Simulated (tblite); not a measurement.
Compound: C4H7O2S (doublet state).
Numbering: `[CH2:1][C:2](=[CH2:3])[S:4]([CH3:5])(=[O:6])=[O:7]` (hydrogens: H8, H9 on C1; H10, H11 on C3; H12, H13, H14 on C5)

Computed geometry: GFN2-xTB, gas phase. This method treats the open shell by occupation alone, without spin polarisation.

**Question.** What internal coordinates does the optimisation give?

**Answer.** 
```csv
bond,length (Å)
C1–C2,1.366
C2=C3,1.366
C2–S4,1.820
S4–C5,1.820
"S4=O6, S4=O7",1.437
C1–H8,1.074
C1–H9,1.076
C3–H10,1.074
C3–H11,1.076
"C5–H12, C5–H13, C5–H14",1.082
```

Bonds in one row agree within 0.01 Å and their mean is given. A selection of angles:
```csv
angle,degrees
C2–C1–H8,119.1
C2–C1–H9,121.9
H8–C1–H9,118.9
C1–C2–C3,129.4
C1–C2–S4,115.5
C3–C2–S4,115.1
C2–C3–H10,119.1
C2–C3–H11,122.0
H10–C3–H11,118.8
C2–S4–C5,103.0
C2–S4–O6,109.2
C5–S4–O6,108.1
O6–S4–O7,118.1
S4–C5–H12,108.1
H12–C5–H13,110.7
```

Dihedral angles: C1–C2–S4–C5 -91° (anticlinal).

C3 (carbon bonded to C and 2 H) is planar (angles 122.0°, 119.1° and 118.8°, sum 359.9°, 0.02 Å off the plane of its three neighbours). Of the pairs four or more bonds apart, O7···H8 is among the closest relative to their van der Waals radii: 2.48 Å, 91 % of the sum of Bondi's values. C2 (carbon bonded to 2 C and S) is planar (angles 129.4°, 115.5° and 115.1°, sum 360.0°, 0.01 Å off the plane of its three neighbours). C1 (carbon bonded to C and 2 H) is planar (angles 121.9°, 119.1° and 118.9°, sum 359.9°, 0.02 Å off the plane of its three neighbours). S4 (sulfur bonded to 2 C and 2 O) is distorted tetrahedral (angles from 103.0° to 118.1°).

Its GFN2-xTB frequencies are all real (lowest 34 cm⁻¹). Torsions: H–C1–C2–C3 178° and 0°, C1–C2–S4–C5 -91°. 2 starts were optimised and ended at 0.00 and 0.03 kcal/mol (GFN2-xTB); the lowest of these is shown.

One conformer stands for the species.
